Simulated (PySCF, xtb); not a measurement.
TeHCl, SMILES Cl[TeH].

GFN2-xTB (xtb) at its own geometry gives an orbital gap of 3.12 eV and a dipole moment of 1.85 D.

The structure is a stationary point at B3LYP-D3(BJ)/def2-TZVP. The def2 effective core potentials stand for the cores of Te; spin–orbit coupling is left out.

Q: What does M06-2X/def2-TZVPD run with PySCF give? (Estimate from the structure and the level; the computed values follow.)

A: gap 6.05 eV (levels -7.84 and -1.79 eV), dipole 2.11 D.
